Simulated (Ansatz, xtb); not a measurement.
# Two isomers of C3H6BFSi

Structure a: `F[Si@@H]1C=CBC1`, a singlet. Structure b: `C[SiH2]C#CBF`, a singlet. Both are isolated molecules in the gas phase, relaxed with PBE-D3(BJ)/def2-SVP; the shapes shown needn't be the lowest conformers.

a (Å):

```xyz
12

C    -0.3835    1.1261    1.1318
C     0.7775    0.5939    1.6284
C     1.7991    1.6540   -0.5486
B     1.9575    0.5902    0.6026
F    -0.6769    3.2823   -0.8328
Si   -0.0835    1.7615   -0.6086
H    -0.7133    0.9172   -1.6791
H    -1.3328    1.1198    1.6979
H     0.8031    0.1187    2.6268
H     2.8523   -0.2369    0.6368
H     2.3588    1.4806   -1.4859
H     2.1032    2.6447   -0.1362
```

b (Å):

```xyz
12

C    -0.8389    0.6281   -1.3111
C     1.2247    1.6617    0.7139
C     2.1534    1.3108    1.4557
B     3.3038    0.9469    2.3878
F     3.6991   -0.3238    2.4978
Si   -0.1664    2.1375   -0.4066
H    -0.0462    0.1555   -1.9244
H    -1.6731    0.9202   -1.9806
H    -1.2154   -0.1236   -0.5892
H     0.3645    3.1608   -1.3726
H    -1.2267    2.7812    0.4442
H     3.8920    1.7817    3.0504
```

Problem. Estimate E(b) − E(a) at the level CCSD(T)/def2-SVP + ΔMP2/def2-TZVPP.

Solution. Calculated at CCSD(T)/def2-SVP + ΔMP2/def2-TZVPP: E(b) − E(a) = +1.046 eV, so structure a lies lower.

Level by level:

```json
{"level": "GFN2-xTB", "geometry": "GFN2-xTB", "E(b) − E(a) (eV)": "+0.845", "departure from the last row (eV)": "−0.201", "job, with rough time for the two": "optimisation, 0.41 s"}
{"level": "HF/STO-3G", "geometry": "GFN2-xTB", "E(b) − E(a) (eV)": "−0.093", "departure from the last row (eV)": "−1.139", "job, with rough time for the two": "single point, 0.54 s"}
{"level": "r2SCAN-D4/def2-SVP", "geometry": "GFN2-xTB", "E(b) − E(a) (eV)": "+1.003", "departure from the last row (eV)": "−0.043", "job, with rough time for the two": "single point, 3.4 s"}
{"level": "PBE-D3(BJ)/def2-SVP", "geometry": "PBE-D3(BJ)/def2-SVP", "E(b) − E(a) (eV)": "+1.026", "departure from the last row (eV)": "−0.020", "job, with rough time for the two": "optimisation, 46 s"}
{"level": "HF/def2-SVP", "geometry": "PBE-D3(BJ)/def2-SVP", "E(b) − E(a) (eV)": "+0.797", "departure from the last row (eV)": "−0.249", "job, with rough time for the two": "part of the CCSD(T) run"}
{"level": "MP2/def2-SVP", "geometry": "PBE-D3(BJ)/def2-SVP", "E(b) − E(a) (eV)": "+0.815", "departure from the last row (eV)": "−0.231", "job, with rough time for the two": "part of the CCSD(T) run"}
{"level": "CCSD(T)/def2-SVP", "geometry": "PBE-D3(BJ)/def2-SVP", "E(b) − E(a) (eV)": "+0.824", "departure from the last row (eV)": "−0.221", "job, with rough time for the two": "single point"}
{"level": "CCSD(T)/def2-SVP + ΔMP2/def2-TZVPP", "geometry": "PBE-D3(BJ)/def2-SVP", "E(b) − E(a) (eV)": "+1.046", "departure from the last row (eV)": "", "job, with rough time for the two": "single point, 64 s"}
```

As drawn, b has 1 C≡C, 1 B–F, 1 Si–H in place of 1 F–Si, 1 C=C, 1 C–B, 1 C–H. Structure a has a 5-membered ring, b no ring.

HF/STO-3G puts the two in the other order. The largest departure from CCSD(T)/def2-SVP + ΔMP2/def2-TZVPP is that of HF/STO-3G, 1.139 eV. A small imaginary or near-zero mode remains, so no thermal terms are given. The last row adds to CCSD(T) the change of the MP2 difference between the two basis sets, here +0.221 eV, a large step that makes the value less sure.

The correlated steps freeze 10 core orbitals. Run with Ansatz 0.2.0, xtb 6.7.1; the last row on 2 threads of Intel(R) Xeon(R) Processor @ 2.70GHz on a shared host.
